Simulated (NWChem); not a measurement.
Electron attachment to O₄Ru

```xyz
5

Ru     0.0000     0.0000     0.0000
O      0.0000     1.3708    -0.9693
O      0.0000    -1.3708    -0.9693
O     -1.3708     0.0000     0.9693
O      1.3708     0.0000     0.9693
```
Charge 0, spin multiplicity 1.

All runs are NWChem calculations. The geometry was optimised at B3LYP/def2-SVP with def2 effective core potentials on Ru, a minimum by its harmonic frequencies.

Basis set: def2-SVPD. −ε marks an orbital energy of the parent. The basis adds only a small set of diffuse functions.

Effective core potentials replace the inner electrons of Ru; spin-orbit coupling is left out. B3LYP has NWChem's definition, with VWN1-RPA local correlation. The structure started from a generated list of species.

Question: Order these methods by the vertical electron affinity they give, lowest first: −ε(LUMO) of B3LYP, −ε(LUMO) of HF, −ε(LUMO) of PBE, −ε(LUMO) of M06-2X.

Answer: −ε(LUMO) of HF (2.91 eV), −ε(LUMO) of M06-2X (4.71 eV), −ε(LUMO) of B3LYP (5.56 eV), −ε(LUMO) of PBE (5.75 eV)
